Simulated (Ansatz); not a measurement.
Geometry optimisation, RKS PBE-D4/def2-SVP (Ansatz 0.2.0).

input.yaml

```yaml
crystal:
  periodic: [false, false, false]
  atoms:
    - { symbol: Br, position_ang: [-0.99781, 0.52409, -2.09627] }
    - { symbol: C, position_ang: [0.21818, 0.05953, -0.55883] }
    - { symbol: I, position_ang: [2.21336, -0.54889, -1.39902] }
    - { symbol: H, position_ang: [0.46735, 1.07706, -0.17975] }
total_charge: -1
basis:
  gaussian: { orbitals: def2-SVP }
hamiltonian:
  xc: pbe
  dispersion: d4
relax:
  f_tol: 0.015
  max_steps: 40
```

Command:

```bash
$ ansatz run input.yaml --threads 1 --pin off --max-ram 2048MiB --backend cpu --events-out ev --progress --plain --runs-dir out
```

Task: Where does it end, and by what steps?

Result: It converged. Limits of this set-up: an anion without diffuse functions, the dipole of an ion depends on the origin. After 6 steps the energy has fallen by 0.101 eV; C2 moved furthest, 0.09 Å.

| step | energy less start (eV) | largest force component (eV/Å) | accepted |
| --- | --- | --- | --- |
| 0 | 0.0000 | 0.840 | yes |
| 1 | 0.0291 | 1.273 | no |
| 2 | -0.0954 | 0.175 | yes |
| 3 | -0.0979 | 0.171 | yes |
| 4 | -0.1000 | 0.068 | yes |
| 5 | -0.1005 | 0.018 | yes |
| 6 | -0.1005 | 0.007 | yes |

```xyz
4
Properties=species:S:1:pos:R:3
Br -1.040 0.568 -2.099
C 0.165 0.015 -0.499
I 2.286 -0.543 -1.387
H 0.490 1.072 -0.248
```

Whether the end is a true minimum wasn't checked by a vibrational analysis.

Run time: 5.5 s on 1 thread of AMD EPYC 9R45 96-Core Processor (Zen 5), on a shared host, peak memory 0.16 GiB.
